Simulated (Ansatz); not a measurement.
Input file for Ansatz (a program for electronic structure): R-CCSD(T)/aug-cc-pV(D+d)Z on CH7ClSi (a complex), monomers drawn apart or pushed together. Files ending in .json are basis or fitting sets from the Basis Set Exchange.

Ansatz 0.2 input:
```yaml
crystal:
  periodic: [false, false, false]
  atoms:
    - {symbol: Cl, position_ang: [-0.56148929, -0.68711842, -0.50006534]}
    - {symbol: H, position_ang: [-0.12151837, -0.26959638, 0.63588191]}
    - {symbol: C, position_ang: [0.49622998, 1.04458745, 6.55093491]}
    - {symbol: Si, position_ang: [-0.05321636, -0.00490323, 5.10062294]}
    - {symbol: H, position_ang: [0.24099703, 2.09354940, 6.39167137]}
    - {symbol: H, position_ang: [1.57568934, 0.97528510, 6.69520031]}
    - {symbol: H, position_ang: [0.00981812, 0.71377053, 7.47046220]}
    - {symbol: H, position_ang: [-1.51407478, 0.09893654, 4.87942145]}
    - {symbol: H, position_ang: [0.30435269, -1.42895731, 5.29541518]}
    - {symbol: H, position_ang: [0.62343656, 0.46045421, 3.85734529]}
basis:
  gaussian:
    orbitals: aug-cc-pV_D+d_Z.json
magnetization: {spin_polarized: false}
correlation: {method: ccsd_t, electrons: outside_noble_gas}
scf: {lower_state_search: off}
```

Question: Give the final energy of this run.

Answer: -790.9034 hartree (reference determinant -790.3958, T1 diagnostic 0.009).

Question: How many basis functions does it have, and what does it roughly cost on one machine?

Answer: 150 functions; very roughly 17 core-seconds.
